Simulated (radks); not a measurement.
The nitrogen anion N2-, [He] 2s2 2p5, held by a Watson sphere: a shell of charge +2 at radius R that stands for the Madelung well of a crystal (potential energy -2/R inside, -2/r outside, in hartree with lengths in bohr). Calculated with a radial shooting solver on a logarithmic mesh with Libxc functionals: scalar-relativistic Kohn-Sham, LDA (Slater exchange, VWN5 correlation), spin-polarised, spherical densities, point nucleus; open shells are filled with parallel spins first. Response by self-consistent Sternheimer equations with the Hartree and adiabatic LDA kernel, the relativistic mass of each level held fixed and spin-orbit coupling left out. The sphere does not respond.

R (bohr)  e(2s down) (eV)  e(2p up) (eV)  e(2p down) (eV)  <r> 2p (bohr)  sum of <r^2> (bohr^2)  X-ray form factor at sin(theta)/lambda = 0.3 1/angstrom  alpha (bohr^3)
1.78              -18.399         -8.327           -7.315          1.652                  21.84                                                    3.361           14.36
1.87              -18.023         -8.044           -7.048          1.683                  22.58                                                    3.325           15.64
1.99              -17.544         -7.679           -6.703          1.724                  23.56                                                    3.286           17.53
2.7               -15.258         -5.834           -4.934          1.960                  29.41                                                    3.185           34.11
3.55              -13.543         -4.320           -3.436          2.263                  36.92                                                    3.177           74.60
3.96              -12.983         -3.816           -2.913          2.436                  40.97                                                    3.180           109.4
